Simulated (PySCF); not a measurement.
Isomers of C3H7N. Isolated molecules, 0 K electronic values unless said otherwise. One relaxed conformer stands for each flexible species; it need not be the lowest. Strings in code marks are SMILES.

The dipole moment from two functionals at the same geometries (PBE0-D3(BJ)/def2-TZVP), both in PySCF: PBE-D3(BJ)/def2-TZVP and PBE0-D3(BJ)/def2-TZVP. 

```json
[
 {"species": "`CC(C)=N`", "PBE0-D3(BJ)/def2-TZVP (D)": "2.45"},
 {"species": "`C/C=N/C`", "PBE0-D3(BJ)/def2-TZVP (D)": "1.46"},
 {"species": "`C/C=N\\C`", "PBE0-D3(BJ)/def2-TZVP (D)": "1.96"},
 {"species": "`C1CNC1`", "PBE0-D3(BJ)/def2-TZVP (D)": "1.24"}
]
```

Task: What does PBE-D3(BJ)/def2-TZVP give for each?

Result: 
- `CC(C)=N`: 2.37
- `C/C=N/C`: 1.34
- `C/C=N\C`: 1.87
- `C1CNC1`: 1.17
Over these rows, drawn at random from the members with no instability flagged (it was tested for open shells, ions and some series alone), PBE minus PBE0-D3(BJ): mean -0.09 D, from -0.12 D to -0.07 D.
